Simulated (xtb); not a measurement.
Te(Et)(OH) (C2H6OTe), SMILES C([Te]O)C. All values are semi-empirical tight-binding results from xtb (GFN2-xTB unless named), good for trends rather than for accurate numbers. Coordinates come from a GFN2-xTB optimisation. One conformer was computed; it need not be the lowest.

Computed properties:
```
Quantity                                               Value
---------------------------------------------  -------------
orbital gap                                          3.89 eV
zero-point energy                              48.2 kcal/mol
G − E(el) at 298.15 K (modified RRHO)          28.4 kcal/mol
static polarisability (D4 model)                  70.9 bohr³
solvation energy, GFN2-xTB/ALPB(water)         -5.5 kcal/mol
solvation energy, GFN2-xTB/ALPB(acetonitrile)  -6.9 kcal/mol
```
